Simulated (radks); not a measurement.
Results of a calculation; reference values are marked as such.
Question: A nucleus of charge 26.4 with 26 electrons, configuration [Ar] 3d6 4s2. Code: a radial shooting solver on a logarithmic mesh with Libxc functionals. Model: Dirac Kohn-Sham, PBEsol, spin-unpolarised, spherical densities, point nucleus; open shells are shared between the two j in proportion to 2j + 1. Some entries of the table are withheld. Estimate them.

| orbital | occ. | eigenvalue (eV) | <r^2> (bohr^2) | <r> (bohr) |
|---|---|---|---|---|
| 1s1/2 | 2 | -7230.355 | 0.004457 | 0.05757 |
| 2s1/2 | 2 | -855.8117 | 0.08127 | 0.2623 |
| 2p1/2 | 2 | -740.8227 | 0.06466 | 0.2292 |
| 2p3/2 | 4 | -727.4643 | 0.06627 | 0.2323 |
| 3s1/2 | 2 | -102.7049 | 0.7283 | 0.7941 |
| 3p1/2 | 2 | -68.8260 | (1) | 0.8313 |
| 3p3/2 | 4 | -67.1498 | (2) | 0.8407 |
| 3d3/2 | 2.4 | -13.1685 | 1.491 | (3) |
| 3d5/2 | 3.6 | -12.9930 | 1.508 | (4) |
| 4s1/2 | 2 | -8.6887 | 8.680 | 2.744 |

Answer: 
(1) 3p1/2 <r^2> (bohr^2): 0.8153
(2) 3p3/2 <r^2> (bohr^2): 0.8339
(3) 3d3/2 <r> (bohr): 1.061
(4) 3d5/2 <r> (bohr): 1.067
